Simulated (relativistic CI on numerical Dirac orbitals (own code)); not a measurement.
**Slater and spin-orbit integrals, La XII**

These numbers are calculated, not measured: Dirac-Coulomb-Breit CI, orbitals from a KLI potential per configuration, a model potential for QED, unscaled Slater integrals (own radial code, finite nucleus).

Slater integrals F^k, G^k are unscaled and averaged over j, outside the closed core [Ar] 3d10; ζ comes from projecting the Hamiltonian with its Breit term on Σ l·s of the shell.

- 4s²4p⁶4d⁹4f: ζ(4d) = 9630.6, F^2(4d,4f) = 122380, F^4(4d,4f) = 79324, G^1(4d,4f) = 145090, G^3(4d,4f) = 92204, G^5(4d,4f) = 65529, ζ(4f) = 641.62 cm⁻¹; <r>(4d) = 0.7443, <r^2>(4d) = 0.637, <r>(4f) = 0.8654, <r^2>(4f) = 0.8841 (bohr units).
- 4s²4p⁶4d⁹5s: ζ(4d) = 9812.9, G^2(4d,5s) = 21591 cm⁻¹; <r>(4d) = 0.7386, <r^2>(4d) = 0.6273, <r>(5s) = 1.339, <r^2>(5s) = 1.996 (bohr units).
- 4s²4p⁶4d⁹5p: ζ(4d) = 9849.8, F^2(4d,5p) = 55598, G^1(4d,5p) = 16558, G^3(4d,5p) = 16622, ζ(5p) = 22770 cm⁻¹; <r>(4d) = 0.7379, <r^2>(4d) = 0.626, <r>(5p) = 1.446, <r^2>(5p) = 2.331 (bohr units).

Averages of the first 10 configurations, taken without configuration mixing, which lowers the lowest level and can move excited configurations by several eV; other configurations of the list can lie among them:

```tsv
Configuration	Parity	States	Average energy above the lowest level (eV)
4s²4p⁶4d¹⁰	even	1	0.0
4s²4p⁶4d⁹4f	odd	140	107.2
4s²4p⁶4d⁹5s	even	20	89.7
4s²4p⁶4d⁹5p	odd	60	111.9
4s²4p⁵4d¹⁰4f	even	84	216.1
4s²4p⁶4d⁹5d	even	100	144.4
4s4p⁶4d¹⁰4f	odd	28	288.2
4s²4p⁶4d⁹6s	even	20	169.3
4s²4p⁶4d⁹5f	odd	140	178.8
4s²4p⁶4d⁹6p	odd	60	179.4
```
